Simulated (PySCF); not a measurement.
# Group charges in `CO[C@H](C#[O+])OC(F)F`

Compound: C4H5F2O3 (charge +1).
Atom-mapped SMILES: `[CH3:1][O:2][C@H:3]([C:4]#[O+:5])[O:6][CH:7]([F:8])[F:9]` (hydrogens: H10, H11, H12 on C1; H13 on C3; H14 on C7)

Structure used (GFN2-xTB), in Å, numbered top down from 1:
```
atom  x, y, z in Å
C1     2.339    0.425   -0.003
O2     1.002    0.844    0.305
C3    -0.018    0.069   -0.179
C4    -0.924    1.125   -0.667
O5    -1.303    2.085   -1.085
O6    -0.581   -0.758    0.814
C7    -1.886   -1.055    0.628
F8    -2.073   -1.766   -0.490
F9    -2.565    0.118    0.404
H10    2.526    0.431   -1.079
H11    2.973    1.168    0.479
H12    2.534   -0.564    0.414
H13    0.268   -0.546   -1.069
H14   -2.293   -1.576    1.505
```

Atomic charges (e) from the PBE0/pcSseg-1 density (PySCF):

| atom | Mulliken | IAO | Hirshfeld | ESP-fitted |
| --- | --- | --- | --- | --- |
| C1 | -0.0598 | -0.2216 | -0.0019 | -0.2425 |
| O2 | -0.4751 | -0.3197 | -0.0852 | -0.2711 |
| C3 | +0.3949 | +0.2490 | +0.1636 | +0.3797 |
| C4 | +0.5244 | +0.6086 | +0.3838 | +0.5343 |
| O5 | -0.0118 | -0.0055 | +0.0851 | -0.0081 |
| O6 | -0.4195 | -0.3257 | -0.1007 | -0.3093 |
| C7 | +0.6915 | +0.5847 | +0.2376 | +0.3640 |
| F8 | -0.2532 | -0.2728 | -0.0720 | -0.1654 |
| F9 | -0.2908 | -0.2733 | -0.0547 | -0.1608 |
| H10 | +0.1498 | +0.1630 | +0.0701 | +0.1427 |
| H11 | +0.1838 | +0.2093 | +0.0906 | +0.2097 |
| H12 | +0.1624 | +0.1748 | +0.0749 | +0.1763 |
| H13 | +0.2148 | +0.2087 | +0.0992 | +0.1403 |
| H14 | +0.1885 | +0.2205 | +0.1092 | +0.2103 |

Task: Cut each of the bonds C1–O2, O2–C3, C4–C3, O6–C3 and C7–O6 in turn and sum the charges on the side of the atom named first.

Result: In e; the other side holds the total charge, +1, less this:

```json
{"bond cut": "C1–O2", "piece": "CH3", "atoms": "4", "Mulliken": "+0.436", "IAO": "+0.326", "Hirshfeld": "+0.234", "ESP-fitted": "+0.286"}
{"bond cut": "O2–C3", "piece": "CH3O", "atoms": "5", "Mulliken": "-0.039", "IAO": "+0.006", "Hirshfeld": "+0.148", "ESP-fitted": "+0.015"}
{"bond cut": "C4–C3", "piece": "CO", "atoms": "2", "Mulliken": "+0.513", "IAO": "+0.603", "Hirshfeld": "+0.469", "ESP-fitted": "+0.526"}
{"bond cut": "O6–C3", "piece": "CHF2O", "atoms": "5", "Mulliken": "-0.083", "IAO": "-0.067", "Hirshfeld": "+0.119", "ESP-fitted": "-0.061"}
{"bond cut": "C7–O6", "piece": "CHF2", "atoms": "4", "Mulliken": "+0.336", "IAO": "+0.259", "Hirshfeld": "+0.220", "ESP-fitted": "+0.248"}
```

Extremes among these pieces. Mulliken: lowest CHF2O at O6, highest CO at C4; IAO: lowest CHF2O at O6, highest CO at C4; Hirshfeld: lowest CHF2O at O6, highest CO at C4; ESP-fitted: lowest CHF2O at O6, highest CO at C4.

Task: Do the schemes agree better on the pieces than on the single atoms at the cuts?

Result: The spread between schemes averages 0.169 e for the pieces and 0.326 e for the atoms named first; it is smaller for the piece at 5 of the 5 cuts. On average they agree better on the pieces. The sign differs between schemes (beyond ±0.03 e) for CH3O at O2 and CHF2O at O6.

The structure is a single GFN2-xTB conformer in the gas phase; no vibrational or solvent corrections.
